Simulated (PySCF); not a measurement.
Molecule: SMILES ClBC(C)C (C3H8BCl). Atoms near the plane z = 1.5 Å, at the B3LYP/def2-SVP optimised geometry (x, y, z in Å): B1 (0.5, 1.2, 0.0), Cl2 (2.3, 1.2, 0.0), H3 (0.0, 2.3, 0.0), C4 (-0.3, -0.1, -0.1), C5 (-1.6, 0.0, 0.8), C6 (0.4, -1.4, 0.1), H8 (-2.3, -0.8, 0.6), H9 (-1.3, 0.0, 1.9), H10 (-2.2, 0.9, 0.6), H12 (-0.3, -2.3, 0.0), H13 (0.8, -1.5, 1.2).

Level of theory: B3LYP/def2-TZVP (PySCF 2.14.0). The values are rescaled to run from 0 to 1.

```
|                           |
|                           |
|                           |
|                           |
|            ..             |
|            :-.    ...     |
|            :-.   .:-:.    |
|     .:.     ..  .:===:.   |
|    :+*+:        :=+++-.   |
|    =##*-.      .-+**+-:   |
|    -**+=-.     .-+**+-:   |
|    .-=++*+:     .=+++-.   |
|     .-+%@%+.     :-==:.   |
|     .-+@@@*.      .::.    |
|    .:-+%@@+               |
|   .-++++#*:  :**-         |
|   :+#*+--.  :%@@@+        |
|   .+##+:    #@@@@%:       |
|    -++-.   .#@@@@@-       |
|     ..     .+@@@@%:       |
|             .+%%%=        |
|              .:-:         |
|                           |
|                           |
|                           |
|                           |
|                           |
```
Scale: ten equal steps from 0.000 (start of ' ') to 1.00 (end of '@'), in the order ' .:-=+*#%@'; x runs from -4.50 to 4.50, y from -4.50 (bottom) to 4.50 (top).

### Question
Which quantity is mapped?
A. electron localisation function
B. electrostatic potential
C. log10 of the electron density
D. deformation density (molecule minus spherical neutral atoms)

### Answer
A, electron localisation function
